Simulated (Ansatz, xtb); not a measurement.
## A geometry optimisation of GeH4SiSn+ with r2SCAN-D4/def2-SVP

The starting geometry of this gas-phase doublet has its atoms placed at random.

```xyz
7

Ge    0.9705    0.3315    1.8115
Si   -0.0637    1.8551    0.1504
Sn   -0.9816   -0.9163    1.3584
H    -1.3995    1.0413    0.3302
H     0.5350   -0.9927    1.2521
H    -0.1399    0.1083   -0.8398
H     1.7525   -0.2170    0.3824
```

One run relaxed it with r2SCAN-D4/def2-SVP. What is a likely outcome?

It ends as a structure with H4 bridging Sn3 and Si2, H6 bridging Si2 and Sn3, given below by its coordinates. Distances that change by over a tenth: Ge1–Sn3 (2.36 → 2.84 Å), Ge1–H7 (1.72 → 1.53 Å), Sn3–H6 (2.57 → 2.19 Å). Contacts that open: Sn3–H5 (1.52 → 3.76 Å). Contacts that close: Si2–Sn3 (3.16 → 2.81 Å), Si2–H6 (2.01 → 1.58 Å).

The energy falls by 5.49 eV over 20 steps:

```csv
step,E − E(last) (eV)
1,5.495
3,1.517
5,0.869
7,0.760
9,0.698
12,0.552
14,0.227
16,0.033
18,0.000
20,0.000
```

Final geometry (Å):

```xyz
7

Ge    1.0651   -0.1292    1.2376
Si   -0.3196    1.5337    0.2300
Sn   -1.2949   -1.0866   -0.0284
H    -1.6600    0.9072    0.7903
H     1.0739   -0.2176    2.7609
H    -0.5653    0.6844   -1.0821
H     2.3740   -0.4817    0.5369
```

From the same start GFN2-xTB ends elsewhere, differing in Sn3–H4 (3.83 against 2.19 Å here), Sn3–H6 (3.80 against 2.19 Å here).

From so rough a start the end depends on the optimiser's path, so another program may land elsewhere. The end wasn't checked by frequencies. Open shells are spin-unrestricted. Atoms past krypton carry core potentials, without spin–orbit terms. Run with Ansatz 0.2.0, 80 s on 2 threads of Intel(R) Xeon(R) 6975P-C (Granite Rapids) (shared host).
